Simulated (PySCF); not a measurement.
Molfile (atoms numbered from 1):
```
C5H9FO3
     RDKit          3D

 18 18  0  0  0  0  0  0  0  0999 V2000
    2.4723    0.6573   -0.2239 C   0  0  0  0  0  0  0  0  0  0  0  0
    1.5701   -0.5690   -0.2449 C   0  0  0  0  0  0  0  0  0  0  0  0
    0.0953   -0.1855   -0.2704 C   0  0  0  0  0  0  0  0  0  0  0  0
   -0.1547    0.5768   -1.4251 F   0  0  0  0  0  0  0  0  0  0  0  0
   -0.2223    0.5997    0.8142 O   0  0  0  0  0  0  0  0  0  0  0  0
   -1.6078    0.8434    0.9209 C   0  0  0  0  0  0  0  0  0  0  0  0
   -2.3394   -0.3449    0.9155 O   0  0  0  0  0  0  0  0  0  0  0  0
   -2.0544   -1.0590   -0.2488 C   0  0  0  0  0  0  0  0  0  0  0  0
   -0.6733   -1.3258   -0.3665 O   0  0  0  0  0  0  0  0  0  0  0  0
    3.5136    0.3470   -0.2229 H   0  0  0  0  0  0  0  0  0  0  0  0
    2.2893    1.2731   -1.1006 H   0  0  0  0  0  0  0  0  0  0  0  0
    2.2751    1.2502    0.6647 H   0  0  0  0  0  0  0  0  0  0  0  0
    1.7527   -1.1785   -1.1302 H   0  0  0  0  0  0  0  0  0  0  0  0
    1.7200   -1.1816    0.6431 H   0  0  0  0  0  0  0  0  0  0  0  0
   -1.7639    1.3300    1.8841 H   0  0  0  0  0  0  0  0  0  0  0  0
   -1.9314    1.4986    0.0917 H   0  0  0  0  0  0  0  0  0  0  0  0
   -2.5528   -2.0262   -0.1812 H   0  0  0  0  0  0  0  0  0  0  0  0
   -2.3972   -0.4992   -1.1381 H   0  0  0  0  0  0  0  0  0  0  0  0
  1  2  1  0
  2  3  1  0
  3  4  1  0
  3  5  1  0
  5  6  1  0
  6  7  1  0
  7  8  1  0
  8  9  1  0
  9  3  1  0
  1 10  1  0
  1 11  1  0
  1 12  1  0
  2 13  1  0
  2 14  1  0
  6 15  1  0
  6 16  1  0
  8 17  1  0
  8 18  1  0
M  END
```

- GFN2-xTB geometry
- GIAO PBE0/pcSseg-1 shieldings
- program: PySCF 2.14.0 with density-fitted response routines
- relativity neglected, one conformer, no solvent, averaged over atoms made equivalent by symmetry, fast rotation or ring inversion

Predict the 2D correlation tables (HSQC, COSY, HMBC).

Answers



HSQC (one-bond C–H):
```tsv
δH	δC
5.71 (H16/H18)	90.9 (C6/C8)
5.19 (H15/H17)	90.9 (C6/C8)
1.85 (H13/H14)	36.6 (C2)
1.11 (H10/H11/H12)	8.2 (C1)
```

COSY cross peaks (H two or three bonds apart, from the bond graph; peaks can be absent where the dihedral angle is near 90°):
```tsv
δH	δH
5.71 (H16/H18)	5.19 (H15/H17)
1.85 (H13/H14)	1.11 (H10/H11/H12)
```

HMBC (two and three bonds, from the bond graph):
```tsv
δH	δC
5.71 (H16/H18)	125.7 (C3), 90.9 (C6/C8)
5.19 (H15/H17)	125.7 (C3), 90.9 (C6/C8)
1.85 (H13/H14)	125.7 (C3), 8.2 (C1)
1.11 (H10/H11/H12)	125.7 (C3), 36.6 (C2)
```

δ = σ(ref) − σ, references computed at the same level: 1H, 13C vs TMS.

Shifts are as computed. Against solution values, carbons near 30 ppm lie about +3 ppm off and those near 130 ppm about +5 ppm. Of 1211 compounds with measured shifts, 218 miss one by over three times the rms of a fit or turn the order of signals round; such compounds aren't used in these exercises.
